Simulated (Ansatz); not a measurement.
Start from `O[SiH2][SnH2][OH]` and change one atom or group to get `O[SiH2][SnH2][SiH3]`.

Ansatz, PBE0-D4/def2-TZVP geometries, multiplicity 1. Each molecule was computed in one conformer, which needn't be the lowest.

Elements past krypton have def2 core potentials.

| property | `O[SiH2][SnH2][OH]` |
| --- | --- |
| size of the dipole moment (ωB97M-V/def2-TZVPP) / D | 2.81 |
| HOMO energy (B3LYP/def2-TZVPP) / eV | -7.21 |
| LUMO energy (PBE/def2-TZVPP) / eV | -1.71 |
| HOMO–LUMO gap (PBE/def2-TZVPP) / eV | 4.42 |
| HOMO energy (ωB97M-V/def2-TZVPP) / eV | -9.47 |
| HOMO energy (PBE0/def2-TZVPP) / eV | -7.40 |

Q: Give the same properties after the change, and the shifts. (Estimate.)

A: Ansatz gave: 
| property | `O[SiH2][SnH2][SiH3]` | shift |
| --- | --- | --- |
| size of the dipole moment (ωB97M-V/def2-TZVPP) / D | 1.02 | -1.79 |
| HOMO energy (B3LYP/def2-TZVPP) / eV | -7.15 | 0.06 |
| LUMO energy (PBE/def2-TZVPP) / eV | -1.43 | 0.28 |
| HOMO–LUMO gap (PBE/def2-TZVPP) / eV | 4.85 | 0.43 |
| HOMO energy (ωB97M-V/def2-TZVPP) / eV | -9.29 | 0.18 |
| HOMO energy (PBE0/def2-TZVPP) / eV | -7.35 | 0.05 |

With PBE0 the HOMO rises by 0.05 eV and the LUMO rises by 0.30 eV, so the gap widens by about 0.25 eV. PBE moves the HOMO by -0.16 eV and ωB97M-V by 0.18 eV. Dipoles are sizes alone; their direction can turn.

B3LYP here is the variant with VWN-RPA as its local correlation; programs differ in this.
